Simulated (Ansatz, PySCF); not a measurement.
Dissociation curve of SMg, lowest singlet found (which spin is the ground state isn't settled by this scan).

- RCCSD = CCSD on RHF/cc-pVDZ, frozen core (Ansatz, a quantum-chemistry and plane-wave program)
- RKS-B3LYP/6-31G* = restricted B3LYP/6-31G*, spherical d (PySCF)
- RMP2 = MP2 on RHF/cc-pVDZ, frozen core (Ansatz)

Energies are in kJ/mol, each relative to the lowest point of its own curve between 1.78 and 2.47 Å, where full CI is lowest.

| R / Å | RCCSD | RKS-B3LYP/6-31G* | RMP2 |
|---|---|---|---|
| 1.78 | 184.1 | 171.5 | 185.4 |
| 1.91 | 68.1 | 61.6 | 67.9 |
| 2.05 | 12.3 | 10.0 | 11.4 |
| 2.15 | 0.0 | 0.0 | 0.0 |
| 2.24 | 1.5 | 3.3 | 3.7 |
| 2.36 | 15.0 | 19.2 | 23.1 |
| 2.44 | 28.7 | 34.3 | 42.3 |
| 2.47 | 34.5 | 40.6 | 50.4 |

At the longest distance, 2.47 Å, RMP2 lies highest above its minimum (50.4 kJ/mol) and RCCSD lowest (34.5 kJ/mol).

The scan ran from 1.78 to 8.30 Å; beyond the distances shown full CI changes its symmetry label. The restricted form behind RKS-B3LYP/6-31G*, RMP2 keeps the bonding electrons paired and can't separate into open-shell fragments.
